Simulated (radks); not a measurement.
Results of a calculation; reference values are marked as such.
Q: P IV, 12 electrons, occupied as [Ne] 3s2. Code: a radial shooting solver on a logarithmic mesh with Libxc functionals. Model: scalar-relativistic Kohn-Sham, r2SCAN, spin-polarised, spherical densities, finite nucleus; meta-GGA in the generalised Kohn-Sham scheme; Fermi nuclear charge, rms radius 3.1889 fm. Some entries of the table are withheld. Estimate them.

orbital,occ.,eigenvalue (eV),<r^2> (bohr^2),<1/r> (bohr^-1)
1s,2,(1),0.01445,14.65
2s,2,(2),(3),2.841
2p,6,-165.4454,0.2911,2.720
3s,2,(4),(5),0.8125

A: 
(1) 1s eigenvalue (eV): -2136.341
(2) 2s eigenvalue (eV): -216.8558
(3) 2s <r^2> (bohr^2): 0.3173
(4) 3s eigenvalue (eV): -45.8205
(5) 3s <r^2> (bohr^2): 3.213
